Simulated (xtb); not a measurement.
C₃H₆O, charge +1, doublet, from a rough starting geometry (a state made from the parent by changing its charge; the spin is typed, not shown lowest); GFN2-xTB run with xtb.

xtb was given this input:
```
$ xtb mol.xyz --gfn 2 --chrg 1 --uhf 1 --opt vtight --json

# file mol.xyz
10

C     -1.29838490    -0.09912329    -0.23708909
C     -0.02609962    -0.01117216     0.63631670
C      1.26814356     0.05845384    -0.12975177
O     -0.12859359    -0.00740380     1.84177987
H     -1.18379852    -0.99729333    -0.88515569
H     -1.29240707     0.72273530    -0.86587520
H     -2.18560849    -0.12145606     0.37799484
H      2.11265673     0.15952272     0.58555446
H      1.40428103    -0.75600175    -0.73251873
H      1.28972382     0.93781122    -0.72741535
```

The log (banner, timings and long lists left out):

```
   ID    Z sym.   atoms
    1    6 C      1-3
    2    8 O      4
    3    1 H      5-10

           -------------------------------------------------
          |                Calculation Setup                |
           -------------------------------------------------

           -------------------------------------------------
          |                 G F N 2 - x T B                 |
           -------------------------------------------------

          ...................................................
          :                      SETUP                      :
          :.................................................:
          :  # basis functions                  22          :
          :  # atomic orbitals                  22          :
          :  # shells                           14          :
          :  # electrons                        23          :
          :  max. iterations                   250          :
          :  Hamiltonian                  GFN2-xTB          :
          :  restarted?                      false          :
          :  GBSA solvation                  false          :
          :  PC potential                    false          :
          :  electronic temp.          300.0000000     K    :
          :  accuracy                    1.0000000          :
          :  -> integral cutoff          0.2500000E+02      :
          :  -> integral neglect         0.1000000E-07      :
          :  -> SCF convergence          0.1000000E-05 Eh   :
          :  -> wf. convergence          0.1000000E-03 e    :
          :  Broyden damping             0.4000000          :
          :  net charge                          1          :
          :  unpaired electrons                  1          :
          ...................................................

 iter      E             dE          RMSdq      gap      omega  full diag
   1    -13.1342875 -0.131343E+02  0.421E+00    4.79       0.0  T
   2    -13.1724501 -0.381627E-01  0.256E+00    3.98       1.0  T
   3    -13.1740167 -0.156653E-02  0.119E+00    4.18       1.0  T
   4    -13.1751079 -0.109127E-02  0.199E-01    4.03       1.0  T
   5    -13.1752195 -0.111541E-03  0.928E-02    4.04       1.0  T
   6    -13.1752827 -0.632011E-04  0.459E-02    4.05       1.0  T
   7    -13.1752848 -0.212299E-05  0.218E-02    4.04       1.5  T
   8    -13.1752868 -0.201483E-05  0.278E-03    4.05      11.4  T
   9    -13.1752868 -0.219692E-07  0.148E-03    4.05      21.4  T
  10    -13.1752868 -0.144956E-08  0.301E-04    4.05     105.1  T
  11    -13.1752868 -0.183555E-09  0.821E-05    4.05     385.3  T

   *** convergence criteria satisfied after 11 iterations ***

         :::::::::::::::::::::::::::::::::::::::::::::::::::::
         ::                     SUMMARY                     ::
         :::::::::::::::::::::::::::::::::::::::::::::::::::::
         :: total energy             -12.989516220662 Eh    ::
         :: gradient norm              0.123107180188 Eh/a0 ::
         :: HOMO-LUMO gap              4.049092979529 eV    ::
         ::.................................................::
         :: SCC energy               -13.175285352287 Eh    ::
         :: -> isotropic ES            0.121769995126 Eh    ::
         :: -> anisotropic ES         -0.013017652778 Eh    ::
         :: -> anisotropic XC          0.007848656700 Eh    ::
         :: -> dispersion             -0.003098775540 Eh    ::
         :: repulsion energy           0.185769131625 Eh    ::
         :: add. restraining           0.000000000000 Eh    ::
         :: total charge               1.000000000002 e     ::
         :::::::::::::::::::::::::::::::::::::::::::::::::::::

      -----------------------------------------------------------
     |                   =====================                   |
     |                        A N C O P T                        |
     |                   =====================                   |
[...]
 * total energy  :   -13.0006191 Eh     change       -0.7474301E-04 Eh
 * total energy  :   -13.0006942 Eh     change       -0.7518099E-04 Eh
 * total energy  :   -13.0007513 Eh     change       -0.5710187E-04 Eh
 * total energy  :   -13.0007738 Eh     change       -0.2242904E-04 Eh
 * total energy  :   -13.0007827 Eh     change       -0.8973532E-05 Eh
 * total energy  :   -13.0007876 Eh     change       -0.4907245E-05 Eh
 * total energy  :   -13.0007949 Eh     change       -0.7218730E-05 Eh
 * total energy  :   -13.0007992 Eh     change       -0.4369617E-05 Eh
 * total energy  :   -13.0008005 Eh     change       -0.1273173E-05 Eh
 * total energy  :   -13.0008009 Eh     change       -0.3785107E-06 Eh
 * total energy  :   -13.0008010 Eh     change       -0.1591683E-06 Eh
 * total energy  :   -13.0008011 Eh     change       -0.7161649E-07 Eh
   *** GEOMETRY OPTIMIZATION CONVERGED AFTER 34 ITERATIONS ***
         :: total energy             -13.000801117365 Eh    ::
[...]
         9        2.0000           -0.7204089             -19.6033
        10        2.0000           -0.7121472             -19.3785
        11        2.0000           -0.6993857             -19.0313
        12        1.0000           -0.6599403             -17.9579 (HOMO)
        13                         -0.5062731             -13.7764 (LUMO)
        14                         -0.1572497              -4.2790
        15                         -0.1175276              -3.1981
        16                         -0.0886104              -2.4112
        17                         -0.0505824              -1.3764
        18                         -0.0308881              -0.8405
        19                         -0.0288205              -0.7842
        20                         -0.0022234              -0.0605
        21                          0.0415963               1.1319
        22                          0.4788330              13.0297
      -------------------------------------------------------------
                  HL-Gap            0.1536672 Eh            4.1815 eV
             Fermi-level           -0.6313849 Eh          -17.1809 eV

     #   Z          covCN         q      C6AA      α(0)
     1   6 C        3.756    -0.128    23.015     6.840
     2   6 C        2.807     0.306    21.811     7.651
     3   6 C        3.756    -0.128    23.014     6.840
     4   8 O        0.857    -0.065    16.014     5.365
     5   1 H        0.924     0.177     1.221     1.728
     6   1 H        0.925     0.155     1.361     1.824
     7   1 H        0.924     0.176     1.229     1.734
     8   1 H        0.924     0.175     1.232     1.736
     9   1 H        0.925     0.156     1.352     1.818
    10   1 H        0.924     0.176     1.227     1.732

 Mol. C6AA /au·bohr⁶  :        623.145503
 Mol. C8AA /au·bohr⁸  :      13904.248557
 Mol. α(0) /au        :         37.269638

Wiberg/Mayer (AO) data.
largest (>0.10) Wiberg bond orders for each atom

 ---------------------------------------------------------------------------
     #   Z sym  total        # sym  WBO       # sym  WBO       # sym  WBO
 ---------------------------------------------------------------------------
     1   6 C    3.864 --     6 H    0.956     7 H    0.913     5 H    0.901
                             2 C    0.885     4 O    0.130
     2   6 C    3.888 --     4 O    2.023     1 C    0.885     3 C    0.885
     3   6 C    3.864 --     9 H    0.952     8 H    0.914    10 H    0.903
                             2 C    0.885     4 O    0.129
     4   8 O    2.428 --     2 C    2.023     1 C    0.130     3 C    0.129
     5   1 H    0.968 --     1 C    0.901
     6   1 H    0.976 --     1 C    0.956
     7   1 H    0.968 --     1 C    0.913
     8   1 H    0.968 --     3 C    0.914
     9   1 H    0.976 --     3 C    0.952
    10   1 H    0.969 --     3 C    0.903
 ---------------------------------------------------------------------------

Topologies differ in total number of bonds
Writing topology from bond orders to xtbtopo.mol

molecular dipole:
                 x           y           z       tot (Debye)
 q only:        0.010      -0.016      -0.415
   full:        0.010      -0.016      -0.449       1.141
molecular quadrupole (traceless):
                xx          xy          yy          xz          yz          zz
 q only:        5.918       1.317      -2.528       0.511       0.098      -3.390
  q+dip:        5.616       1.224      -1.589       0.522       0.119      -4.027
   full:        6.054       1.268      -1.202       0.589       0.141      -4.852

optimized geometry written to: xtbopt.xyz

           -------------------------------------------------
          | TOTAL ENERGY              -13.000801117365 Eh   |
          | GRADIENT NORM               0.000098664655 Eh/α |
          | HOMO-LUMO GAP               4.181496983208 eV   |
           -------------------------------------------------

normal termination of xtb
```
